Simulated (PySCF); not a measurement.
## Identify the compound

The spectra below were simulated for a compound C$_{6}$H$_{8}$N$_{2}$.

$^{1}$H NMR (400 MHz, computed): δ 7.49 (m, 2H), 6.94 (t, 1H), 6.65 (d, 2H), 4.73 (br s, 1H), 3.06 (br s, 2H).

$^{13}$C{$^{1}$H} NMR (computed): δ 156.3 (C), 135.1 (CH), 122.7 (CH), 113.2 (CH).

- geometry from GFN2-xTB
- PBE0/pcSseg-1 with gauge-including orbitals
- code: PySCF 2.14.0 with density-fitted response routines
- relativity neglected, one computed conformer, fast rotation and ring inversion assumed for equivalent nuclei, gas phase

Shifts are taken against calculated references (same method and geometry level): $^{1}$H (σ = 31.72 ppm) and $^{13}$C (σ = 186.93 ppm) vs TMS.

Which candidate is it?
A. CCc1ncccn1
B. C=C/C=N\N=C\C=C
C. NNc1ccccc1
D. Cc1ccnnc1C

Results:

C. 

1. Rings plus π bonds: 4 (1 ring in the answer).
2. 4 carbon signals for 6 carbons: some carbons are equivalent by symmetry or fast rotation.
3. Carbon types of the structure: 1 × C, 5 × CH, leaving 3 H on heteroatoms.
4. δC 156.3: aromatic carbon bearing nitrogen; the electronegative substituent deshields the carbon that carries it.
5. δC 135.1, 122.7, 113.2: aromatic CH.
6. δH 7.49, 6.94, 6.65: hydrogen on an aromatic CH.
7. δH 4.73, 3.06: hydrogen on a nitrogen bonded to O or N; exchangeable; this is the value without hydrogen bonding to other molecules.

The others: CCc1ncccn1 would give 5 carbon signals, not 4; Cc1ccnnc1C would give 6 carbon signals, not 4; C=C/C=N\N=C\C=C would give 6 carbon signals, not 4.

The OH or NH signal is concentration- and solvent-dependent in practice; the value given is the gas-phase one. Shifts are as computed. Against solution values, carbons near 30 ppm lie about +3 ppm off and those near 130 ppm about +5 ppm. Of 1211 compounds with measured shifts, 218 miss one by over three times the rms of a fit or turn the order of signals round; such compounds aren't used in these exercises. No couplings were computed; multiplicities are counted from neighbouring protons, with m where these are inequivalent, close in shift, in a saturated or five-membered ring or joined by F or P, and br s for small geminal =CH2 splittings.
